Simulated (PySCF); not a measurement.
TaH₄: from structure and modes to constants

These are results of PySCF, UPBE0, basis Ta def2-TZVP with ECP60, H def2-TZVP (scalar-relativistic core potentials, no spin–orbit coupling, density fitting), not measurements.

The doublet minimum has D2d symmetry. Masses (u): Ta 180.94800, H 1.00782.

```xyz
5
charge 0 multiplicity 2, angstrom
Ta    0.0000    0.0000    0.0000
H     1.4169    0.0000    1.0618
H    -1.4169    0.0000    1.0618
H     0.0000    1.4169   -1.0618
H     0.0000   -1.4168   -1.0618
```

Harmonic wavenumbers (cm⁻¹): 488.0 (b1, ×1), 498.6 (b2, ×1), 534.6 (e, ×2), 712.0 (a1, ×1), 1850.8 (e, ×2), 1861.4 (b2, ×1), 1907.9 (a1, ×1).

**Question.** What is the harmonic zero-point energy?

**Answer.** Half the sum of all 9 wavenumbers, 10239/2 = 5119 cm⁻¹, which is 61.2 kJ/mol (1 cm⁻¹ = 0.0119627 kJ/mol).

**Question.** Give the standard entropy (298.15 K, 1 bar) by its translational, rotational, vibrational and spin parts, and Cp.

**Answer.** Sackur–Tetrode with M = 184.98 u gives 174.0; rotation with symmetry number 4 gives 63.6; vibration 11.7; spin R ln 2 = 5.8. The total is 255.0 J/(mol K), and Cp = 4 R + 24.1 = 57.4 J/(mol K).

Other isomers or separated fragments may lie lower. With open d or f shells other occupations or spin states may lie lower. With an element this heavy the missing spin–orbit coupling can shift these numbers.
